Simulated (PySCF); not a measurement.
# Multinuclear NMR of C6H11N3OSi

Mapped SMILES: `[CH3:1][c:2]1[n:3][n:4]([SiH:5]([CH3:6])[CH3:7])[n:8][c:9]1[CH:10]=[O:11]`. Hydrogens are named by the atom that carries them.

- geometry: GFN2-xTB
- PBE0/pcSseg-1 with gauge-including orbitals
- code: PySCF 2.14.0 with density-fitted response routines
- isolated molecule, single conformer, non-relativistic, fast rotation and ring inversion assumed for equivalent nuclei

Task: Where does ²⁹Si resonate?

Result: 
```csv
atoms,environment,σ (ppm),δ (ppm)
Si5,"silicon bonded to 2 C, N, H",344.6,-3.3
```

Shieldings were converted by a linear fit to measured shifts: ²⁹Si: δ = 279.94 − 0.822σ (rms 8.9 ppm, 72 shifts, 25.8 ppm with the 6 outliers that the fit left out vs TMS, solution or neat liquid). Occasional misses reach two or three times the rms, and more in compound classes unlike the fitted ones.

On a 600 MHz spectrometer ²⁹Si resonates near 119.2 MHz, so 1 ppm is 119.2 Hz.

Task: Where does ¹⁵N resonate?

Result: 
| atoms | environment | σ (ppm) | δ (ppm) |
| --- | --- | --- | --- |
| N8 | pyridine-type nitrogen of an azole | -134.1 | -24.5 |
| N3 | pyridine-type nitrogen of an azole | -99.9 | -56.0 |
| N4 | pyrrole-type ring nitrogen | -18.8 | -130.7 |

Shieldings were converted by a linear fit to measured shifts: ¹⁵N: δ = -148.07 − 0.921σ (rms 6.3 ppm, 71 shifts vs CH3NO2, solution or neat liquid). Occasional misses reach two or three times the rms, and more in compound classes unlike the fitted ones.

On a 300 MHz spectrometer ¹⁵N resonates near 30.4 MHz, so 1 ppm is 30.4 Hz.

Task: Where does ¹⁷O resonate?

Result: 
```json
{"atoms": "O11", "environment": "aldehyde oxygen", "σ (ppm)": "-332.9", "δ (ppm)": "569.9"}
```

Shieldings were converted by a linear fit to measured shifts: ¹⁷O: δ = 266.70 − 0.911σ (rms 10.7 ppm, 155 shifts, 12.2 ppm with the 3 outliers that the fit left out vs liquid water, solution or neat liquid). Occasional misses reach two or three times the rms, and more in compound classes unlike the fitted ones.

On a 300 MHz spectrometer ¹⁷O resonates near 40.7 MHz, so 1 ppm is 40.7 Hz.
